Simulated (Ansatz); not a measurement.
A nudged elastic band was laid between two geometries of C₆H₁₀S (17 atoms, charge 0, multiplicity 1).

Theory: RKS PBE0/6-31G* in Ansatz.

```yaml
movable_images: 9
climbing_image: yes
spring: 5.0 eV/Å²
optimiser: quadratic models (default)
start_path: through a guess of the saddle point
force_threshold: 0.05 eV/Å
iteration_limit: 56
end_points: relaxed
```

First end point:

```xyz
17
Properties=species:S:1:pos:R:3
C 2.500 0.327 2.136
C 1.570 -0.168 1.320
S -0.042 0.530 1.158
C -0.373 0.258 -0.574
C 0.648 0.791 -1.536
C -1.526 -0.299 -0.970
C -2.621 -0.854 -0.121
H 3.439 -0.198 2.286
H 2.347 1.249 2.689
H 1.734 -1.094 0.770
H 0.360 0.570 -2.569
H 1.638 0.354 -1.356
H 0.758 1.876 -1.425
H -1.694 -0.339 -2.047
H -2.914 -1.849 -0.476
H -3.519 -0.225 -0.174
H -2.323 -0.930 0.928
```

Last end point:

```xyz
17
Properties=species:S:1:pos:R:3
C 1.951 -0.568 1.312
C 1.299 0.502 1.769
S -0.171 1.229 1.124
C -0.275 0.510 -0.507
C 0.733 1.014 -1.499
C -1.253 -0.349 -0.825
C -2.315 -0.912 0.058
H 2.856 -0.908 1.806
H 1.605 -1.131 0.450
H 1.652 1.041 2.646
H 0.644 0.482 -2.452
H 1.754 0.883 -1.123
H 0.592 2.086 -1.684
H -1.285 -0.674 -1.867
H -2.313 -2.009 0.008
H -3.310 -0.586 -0.274
H -2.183 -0.608 1.099
```

(1) What changes between the two ends?

(2) Give the energies along the band, and the barrier.

(3) What is the geometry of the highest image?

(4) What are the harmonic wavenumbers there?

## Answers

(1) No bond is made or broken. The dihedral C1–C2–S3–C4 goes from 145 to -16°.

(2) It converged. The highest image is number 7 of 0 to 10, 2.6 kcal/mol above the first end and 3.0 kcal/mol above the last; the last end lies 0.4 kcal/mol below the first. A vibrational analysis at the climbing image gives one clearly imaginary mode, 90i cm⁻¹: a first-order saddle point.

```tsv
image	path coordinate (Å)	energy (kcal/mol)	dihedral C1–C2–S3–C4 (°)
0	0.00	0.0	145
1	0.82	0.3	163
2	1.63	0.8	-178
3	2.45	1.2	-159
4	3.26	1.3	-143
5	4.08	1.6	-127
6	4.90	2.2	-108
7	5.71	2.6	-83
8	6.54	1.9	-57
9	7.37	0.3	-33
10	8.20	-0.4	-16
```

(3) 
```xyz
17
Properties=species:S:1:pos:R:3
C 2.122 -0.525 1.804
C 1.654 0.654 1.400
S -0.077 0.968 1.114
C -0.315 0.354 -0.546
C 0.737 0.703 -1.555
C -1.442 -0.297 -0.866
C -2.558 -0.704 0.038
H 3.184 -0.668 1.994
H 1.466 -1.379 1.951
H 2.320 1.504 1.272
H 0.475 0.298 -2.538
H 1.713 0.295 -1.268
H 0.852 1.791 -1.645
H -1.566 -0.549 -1.920
H -2.835 -1.751 -0.139
H -3.459 -0.104 -0.146
H -2.289 -0.590 1.092
```

(4) 90i, 44, 140, 181, 200, 238, 259, 351, 385, 479, 520, 599, 672, 729, 831, 927, 972, 1013, 1051, 1055, 1067, 1081, 1123, 1194, 1320, 1347, 1430, 1434, 1435, 1498, 1510, 1512, 1523, 1697, 1746, 3058, 3065, 3116, 3134, 3156, 3158, 3173, 3180, 3206, 3276 cm⁻¹.

Run time: 10 min on 2 threads of INTEL(R) XEON(R) PLATINUM 8581C CPU @ 2.30GHz (Emerald Rapids), with other jobs on the host, peak memory 0.44 GiB.
